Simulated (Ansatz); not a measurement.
Correlation energies of C₃H₅NSi (`[SiH3]/C=C1C=N\1`) by basis set

Z-matrix (Å, degrees):
```
Si
C 1 1.844
H 1 1.489 2 108.7
H 1 1.489 2 111.8 3 -120.0
H 1 1.489 2 111.8 3 120.0
C 2 1.322 1 121.4 3 -0.2
H 2 1.087 1 121.4 3 179.8
N 6 1.437 2 145.8 1 -180.0
C 6 1.386 2 160.4 1 -0.0
H 9 1.083 6 156.8 2 0.0
```

The species carries charge 0 and has multiplicity 1. The geometry is a stationary point of PBE0-D4/def2-TZVP. Frozen core, restricted reference, Ansatz 0.2.0. CBS rows extrapolate triple and quadruple zeta; past MP2 they add the triple-zeta difference.

```
     basis     HF (Eh)  MP2 corr.
  def2-SVP  -459.56083   -0.64092
def2-TZVPP  -459.85949   -0.77928
def2-QZVPP  -459.87582   -0.83126
```

Estimate the CCSD correlation energy and the (T) correction in each basis where they were run (hartree).


```json
{"basis": "def2-SVP", "CCSD corr.": "-0.68386", "(T)": "-0.02805"}
{"basis": "def2-TZVPP", "CCSD corr.": "-0.81327", "(T)": "-0.04074"}
{"basis": "CBS(def2)", "CCSD corr.": "-0.90375", "(T)": "as TZ"}
```
